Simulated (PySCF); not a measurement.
# How methods differ on the excitation energy of Hg²⁺

Hg²⁺ [Xe] 4f14 5d10 (1S) → Hg²⁺ [Xe] 4f14 5d9 6s1 (3D), as a difference of total energies. Computed with PySCF 2.14 in x2c-TZVPPall (11s7p7d3f1g, 97 functions), with scalar relativity by spin-free X2C-1e. Correlated levels: valence: [Xe] 4f14 frozen. The calculations carry no spin-orbit coupling.

```csv
method,excitation energy (eV)
UHF,6.107
MP2 (valence),6.550
SCS-MP2 (valence),6.626
CCSD (valence),6.452
CCSD(T) (valence),6.467
```

Problem. How much does correlation contribute at CCSD(T) (valence)?

Solution. 6.467 − (6.107) = 0.360 eV, measured against UHF.

A first-order spin-orbit estimate (lowest level to lowest level, LS coupling) adds -0.801 eV.

The basis was made for the ground configuration and has no added diffuse functions, so the excitation energy can come out too high.
